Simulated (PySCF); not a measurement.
## A survey of ³¹P NMR shifts

Computational details: geometry from GFN2-xTB, GIAO PBE0/pcSseg-1 shieldings, in PySCF 2.14 (single conformer, averaged over atoms made equivalent by symmetry, fast rotation or ring inversion, non-relativistic Hamiltonian, no solvent).

Shieldings were converted by a linear fit to measured shifts: ³¹P: δ = 270.09 − 0.828σ (rms 18.1 ppm, 64 shifts vs H3PO4, solution or neat liquid). Occasional misses reach two or three times the rms, and more in compound classes unlike the fitted ones.

**Question.** Give the ³¹P shifts of `CPC[P@](C)(=O)CO`, `CP(C)[P@@]1(=O)C[C@H]1[SiH3]`, `C#Cc1pc([SiH3])oc1Cl`, `C[P@](=O)(P)CCCO`.

**Answer.** 
```csv
compound,environment,δ (ppm)
[CH3:1][PH:2][CH2:3][P@:4]([CH3:5])(=[O:6])[CH2:7][OH:8],"P4: phosphorus bonded to 3 C, O",20.7
[CH3:1][PH:2][CH2:3][P@:4]([CH3:5])(=[O:6])[CH2:7][OH:8],"P2: phosphorus bonded to 2 C, H",-94.7
[CH3:1][P:2]([CH3:3])[P@@:4]1(=[O:5])[CH2:6][C@H:7]1[SiH3:8],"P2: phosphorus bonded to 2 C, P",-44.4
[CH3:1][P:2]([CH3:3])[P@@:4]1(=[O:5])[CH2:6][C@H:7]1[SiH3:8],"P4: phosphorus bonded to 2 C, O, P, in a 3-membered ring",-44.7
C#Cc1pc([SiH3])oc1Cl,"phosphorus bonded to 2 C, in a 5-membered ring",196.3
[CH3:1][P@:2](=[O:3])([PH2:4])[CH2:5][CH2:6][CH2:7][OH:8],"P2: phosphorus bonded to 2 C, O, P",37.2
[CH3:1][P@:2](=[O:3])([PH2:4])[CH2:5][CH2:6][CH2:7][OH:8],"P4: phosphorus bonded to P, 2 H",-148.9
```

**Question.** Order these by ³¹P shift, lowest first.
A. Cc1pcc([SiH3])s1
B. CP1(=S)CC[SiH2]CC1
C. C[C@@H]1[C@H]([SiH3])C[P@@]1(C)=S
D. C[Si@H]1CC[P@@H](=S)CC1
E. Cc1csc([SiH3])p1

**Answer.** D (-2.8 ppm, phosphorus bonded to 2 C, S, H, in a 6-membered ring), B (22.1 ppm, phosphorus bonded to 3 C, S, in a 6-membered ring), C (47.9 ppm, phosphorus bonded to 3 C, S, in a 4-membered ring), A (192.3 ppm, phosphorus bonded to 2 C, in a 5-membered ring), E (244.4 ppm, phosphorus bonded to 2 C, in a 5-membered ring).
